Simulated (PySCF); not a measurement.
Mo(O)2(Me)2 (C2H6MoO2), SMILES [Mo]([CH3])(=[O])([CH3])=[O], multiplicity 1.

The structure is a stationary point at B3LYP-D3(BJ)/def2-SVP. The multiplicity is an assumed one; no other spin state was optimised. The structure was generated by enumeration; whether it is a known compound was not checked. The def2 effective core potentials stand for the cores of Mo; spin–orbit coupling is left out.

Two levels are set side by side: PBE/def2-TZVP (PySCF) and B3LYP/def2-TZVP (PySCF). Same geometry, gas phase. Differences are taken from unrounded values.

```csv
quantity,B3LYP
orbital gap (eV),5.32
highest occupied level (eV),-8.40
lowest empty level (eV),-3.08
dipole moment (D),3.46
mean polarisability (bohr³),70.4
```

What does PBE give, and how far is it from B3LYP? (The exact figures need the calculation; the answer reports its results.)


| quantity | PBE | PBE minus B3LYP |
|---|---|---|
| orbital gap (eV) | 3.65 | -1.67 |
| highest occupied level (eV) | -7.26 | 1.15 |
| lowest empty level (eV) | -3.61 | -0.53 |
| dipole moment (D) | 3.21 | -0.25 |
| mean polarisability (bohr³) | 71.8 | 1.4 |

Without exact exchange PBE keeps part of each electron's self-repulsion, which lifts occupied levels and narrows the gap. Differences between two approximate levels are no errors against the true value.

Rough cost on one machine, each run with all the roots and properties that it gave: B3LYP against PBE within a factor of 2.
